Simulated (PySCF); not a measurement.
PySCF input for Ge(F)3(SH) (F3GeHS), SMILES [SH][Ge]([F])([F])[F], PBE0/pcSseg-1. Geometry optimised at B3LYP-D3(BJ)/def2-SVP. The structure was generated by enumeration, and PubChem lists no compound with its InChIKey, so it may never have been made. One conformer was computed; it need not be the lowest.

```python
import numpy as np
from pyscf import gto, scf, dft
from pyscf.prop.nmr import rks as nmr

mol = gto.M(
    atom='''
    F    -0.88231206   -1.13937111   -1.13573153
    Ge   -0.24604220    0.04270053   -0.05792903
    F    -0.47246375    1.53946489   -0.87782770
    F    -1.26378407    0.06354604    1.32616544
    S     1.82408599   -0.33033014    0.54843681
    H     2.25501360   -0.25389315   -0.73471577
    ''',
    basis='pcSseg-1',
    charge=0,
    spin=0,
    max_memory=1600,
    verbose=3,
)
mf = dft.RKS(mol, xc='pbe0')
mf.grids.level = 3
mf.conv_tol = 1e-10
mf.max_cycle = 100
mf.kernel()
n = nmr.NMR(mf)
n.verbose = 2
n.max_cycle_cphf = 60
sigma = n.kernel()
print('atom   isotropic/ppm   span/ppm')
for i, s in enumerate(sigma):
    w = np.linalg.eigvalsh((s + s.T) / 2)
    print(f'{mol.atom_symbol(i):2s}{i + 1:3d} {w.mean():14.3f} {w[2] - w[0]:11.3f}')
```

Program output:

```
converged SCF energy = -2774.52411767141
atom   isotropic/ppm   span/ppm
F   1        288.477     173.983
Ge  2       1341.394     235.659
F   3        288.588     173.877
F   4        304.369     164.009
S   5        683.685     252.545
H   6         29.725      19.587
```

Self-consistency was reached.

Cost: around 18 core-seconds (rough).
